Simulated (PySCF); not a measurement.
An unknown is described by computed data only.

Formula: C7H9N.

| Property | Result |
| --- | --- |
| UV, first state | lowest singlet excitation: 7.71 eV (161 nm, f = 0.001) [TDDFT PBE0/def2-SVPD] |
| Triplet | lowest triplet excitation (Tamm–Dancoff): 6.41 eV [TDA PBE0/def2-SVPD] |
| Polarisability | 77.2 au [PBE0/def2-SVPD] |
| 1H NMR | chemical shifts (computed TMS as zero) by class: 2.60 (1 H), 2.57 (1 H), 2.47 (1 H), 2.08 (1 H), 1.95 (1 H), 1.78 (1 H), 1.78 (1 H), 1.44 (1 H), 0.83 (1 H) ppm [GIAO PBE0/pcSseg-1] |
| NMR, other nuclei | isotropic shieldings of nuclei other than C and H, by class: -29 (1 N) ppm [GIAO PBE0/pcSseg-1] |
| UV, strongest line | among the 6 lowest singlet transitions: S5 at 8.52 eV (146 nm, f = 0.045) [TDDFT PBE0/def2-SVPD] |
| 13C NMR | chemical shifts (computed TMS as zero) by class: 128.3 (1 C), 46.0 (1 C), 40.5 (1 C), 40.5 (1 C), 38.6 (1 C), 37.8 (1 C), 28.1 (1 C) ppm [GIAO PBE0/pcSseg-1] |
| Rotational structure | rotational constants A, B, C: 4.668, 1.695, 1.618 GHz [GFN2-xTB] |

Electronic properties: PySCF, gas phase, density fitting. Levels stand in brackets. NMR shifts are as computed; neighbouring signals can stand in another order in a measured spectrum. Isolated species at its GFN2-xTB geometry, gas phase. Each NMR value is the plain mean over a class of atoms that symmetry, rotation or inversion makes alike.

Question: Propose a structure and show how it fits.

Answer: Numbering: `[N:1]#[C:2][C@@H:3]1[CH2:4][C@H:5]2[CH2:6][C@@H:7]1[CH2:8]2`. Its formula, C7H9N, gives 4 degrees of unsaturation: 2 rings and 2 π bonds in the structure found. 7 carbons fall into 7 classes; from least to most shielded: nitrile carbon [C2] (128.3 ppm), sp3 carbon at a ring junction [C7] (46.0 ppm), four-membered-ring carbon [C6] (40.5 ppm), sp3 carbon at a ring junction [C5] (40.5 ppm), four-membered-ring carbon [C8] (38.6 ppm), ring CH2 carbon [C4] (37.8 ppm), sp3 carbon next to a nitrile [C3] (28.1 ppm). Hydrogen classes from least to most shielded: 1 H on an sp3 carbon at a ring junction, C7 (2.60 ppm), 1 H on an sp3 carbon next to a nitrile, C3 (2.57 ppm), 1 H on an sp3 carbon at a ring junction, C5 (2.47 ppm), 1 H on a ring CH2 carbon, C4 (2.08 ppm), 1 H on a ring CH2 carbon, C4 (1.95 ppm), 1 H on a four-membered-ring carbon, C6 (1.78 ppm), 1 H on a four-membered-ring carbon, C8 (1.78 ppm), 1 H on a four-membered-ring carbon, C8 (1.44 ppm), 1 H on a four-membered-ring carbon, C6 (0.83 ppm). The other shieldings belong to: -29 ppm, nitrile nitrogen [N1]. The optimised geometry has point group C1 and is an asymmetric top. Structure: `N#C[C@@H]1C[C@H]2C[C@@H]1C2`. Computed isomers that give other values at the same levels: `Cc1cccc(N)c1` (13C chemical shifts (computed TMS as zero) by class: 152.4 (1 C), 144.6 (1 C), 135.2 (1 C), 122.4 (1 C), 117.0 (1 C), 114.0 (1 C), 24.2 (1 C) ppm); `CCc1cccnc1` (13C chemical shifts (computed TMS as zero) by class: 155.4 (1 C), 153.2 (1 C), 145.5 (1 C), 140.9 (1 C), 128.3 (1 C), 32.1 (1 C), 22.5 (1 C) ppm); `C=C/C(C)=C(/C)C#N` (13C chemical shifts (computed TMS as zero) by class: 158.8 (1 C), 145.3 (1 C), 124.6 (1 C), 124.5 (1 C), 113.0 (1 C), 20.2 (1 C), 15.2 (1 C) ppm). The assignments are read from this structure; whether some other isomer fits the data as well wasn't checked. The mirror image fits equally.
